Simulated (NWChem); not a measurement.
System meant: GeH$_{3}$SeF; SMILES F[Se][GeH3]

Input file for NWChem:

```
start job
memory heap 200 mb stack 900 mb global 1100 mb
geometry units angstroms noautoz
  Se    -0.267167     0.977396    -0.452434
  F      1.056865     1.496391     0.624015
  Ge     0.124587    -1.324040    -0.091055
  H     -0.056001    -1.640817     1.400396
  H     -0.939489    -2.031413    -0.947925
  H      1.544191    -1.676935    -0.557599
end
basis spherical
  Se library def2-svp
  F library def2-svp
  Ge library def2-svp
  H library def2-svp
end
dft
  odft
  mult 2
  xc xpbe96 cpbe96
  iterations 150
  mulliken
end
task dft energy
```

End of the output:

```
 Summary of "ao basis" -> "" (spherical)
 ------------------------------------------------------------------------------
       Tag                 Description            Shells   Functions and Types
 ---------------- ------------------------------  ------  ---------------------
 Se                         def2-svp                12       32   5s4p3d
 F                          def2-svp                 6       14   3s2p1d
 Ge                         def2-svp                12       32   5s4p3d
 H                          def2-svp                 3        5   2s1p

  pbe96 is a nonlocal functional; adding pw91lda local functional.

                                 NWChem DFT Module
                                 -----------------

 Summary of "ao basis" -> "ao basis" (spherical)
 ------------------------------------------------------------------------------
       Tag                 Description            Shells   Functions and Types
 ---------------- ------------------------------  ------  ---------------------
 Se                         def2-svp                12       32   5s4p3d
 F                          def2-svp                 6       14   3s2p1d
 Ge                         def2-svp                12       32   5s4p3d
 H                          def2-svp                 3        5   2s1p

      Symmetry analysis of basis
      --------------------------

        a'         63
        a"         30

  number of electrons :                   78
  multiplicity        :                    2
 ------------------------------------------------------------------------
  no. of electrons and multiplicity not compatible                  78
 ------------------------------------------------------------------------
 ------------------------------------------------------------------------
  current input line :
    24: task dft energy
 ------------------------------------------------------------------------
 ------------------------------------------------------------------------
 There is an error in the input file
 ------------------------------------------------------------------------
 For more information see the NWChem manual at https://nwchemgit.github.io

0: no. of electrons and multiplicity not compatible:Received an Error in Communication
```

Problem. Find the fault in this run and fix the input.

Solution. The program refused the input. Cause: the multiplicity doesn't fit the number of electrons (an even count wants an odd multiplicity, and the reverse). This input runs:
```
start job
memory heap 200 mb stack 900 mb global 1100 mb
geometry units angstroms noautoz
  Se    -0.267167     0.977396    -0.452434
  F      1.056865     1.496391     0.624015
  Ge     0.124587    -1.324040    -0.091055
  H     -0.056001    -1.640817     1.400396
  H     -0.939489    -2.031413    -0.947925
  H      1.544191    -1.676935    -0.557599
end
basis spherical
  * library def2-svp
end
dft
  xc xpbe96 cpbe96
  iterations 150
  mulliken
end
task dft energy
```
It converges to -4578.77493 Ha (PBE/def2-SVP).
